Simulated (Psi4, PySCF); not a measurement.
C2H5BO4, singlet, at a GFN2-xTB geometry, atoms displaced at random by about 0.03 Å a coordinate. Base run: TPSS/STO-3G, gradient run with PySCF.

The PySCF input:
```python
from pyscf import gto, scf, dft

mol = gto.M(
    atom='''
B     0.356682    0.511060    1.068573
O    -0.001685   -0.582526    0.266154
C    -0.418101   -0.500509   -0.967860
C    -0.799864   -1.872769   -1.499571
O    -0.421782    0.552018   -1.602416
H    -1.008011   -1.733781   -2.582838
H    -1.656614   -2.238425   -0.980799
H    -0.012991   -2.576195   -1.368368
O     0.650797    0.232629    2.356702
H     1.023371    0.980489    2.837675
O     0.505346    1.742322    0.492404
H     0.256206    1.852793   -0.354371
''',
    basis='sto-3g',
    charge=0,
    spin=0,
    verbose=4,
)

mf = dft.RKS(mol)
mf.xc = 'tpss'
mf.kernel()
g = mf.nuc_grad_method()
grad = g.kernel()
```

Programs used: Psi4, PySCF; a row that names a program was run with it.

The coordinate followed is z of atom 12.

Each row names what was changed in the base input (with any setting that the change needs).

```json
[
 {"change": "base", "dE/dx (Eh/bohr)": "0.182584", "net force (Eh/bohr)": "0.000140"},
 {"change": "grid_response = on", "dE/dx (Eh/bohr)": "0.182598", "net force (Eh/bohr)": "0.000000"},
 {"change": "finite difference step (bohr) = 1e-3; conv_tol = 1e-11", "dE/dx (Eh/bohr)": "0.182598", "net force (Eh/bohr)": "-"},
 {"change": "finite difference step (bohr) = 1e-4; conv_tol = 1e-11", "dE/dx (Eh/bohr)": "0.182597", "net force (Eh/bohr)": "-"},
 {"change": "grids.level = 5; grid_response = off", "dE/dx (Eh/bohr)": "0.182585", "net force (Eh/bohr)": "0.000010"},
 {"change": "density fitting = on; auxbasis_response = off", "dE/dx (Eh/bohr)": "0.182527", "net force (Eh/bohr)": "0.004444"},
 {"change": "conv_tol = 1e-6", "dE/dx (Eh/bohr)": "0.182576", "net force (Eh/bohr)": "0.000140"},
 {"change": "code = psi4", "dE/dx (Eh/bohr)": "0.182573", "net force (Eh/bohr)": "0.000101"},
 {"change": "finite difference step (bohr) = 0.01; conv_tol = 1e-11", "dE/dx (Eh/bohr)": "0.182644", "net force (Eh/bohr)": "-"},
 {"change": "grids.level = 0; grid_response = on", "dE/dx (Eh/bohr)": "…", "net force (Eh/bohr)": "0.000000"},
 {"change": "finite difference step (bohr) = 1e-5; conv_tol = 1e-11", "dE/dx (Eh/bohr)": "0.182597", "net force (Eh/bohr)": "-"},
 {"change": "finite difference step (bohr) = 0.2; conv_tol = 1e-11", "dE/dx (Eh/bohr)": "…", "net force (Eh/bohr)": "-"}
]
```

Task: Fill in the missing entries.

Result: 
- grids.level = 0; grid_response = on, dE/dx (Eh/bohr): 0.192050
- finite difference step (bohr) = 0.2; conv_tol = 1e-11, dE/dx (Eh/bohr): 0.201505

The net force is zero for an exact gradient.
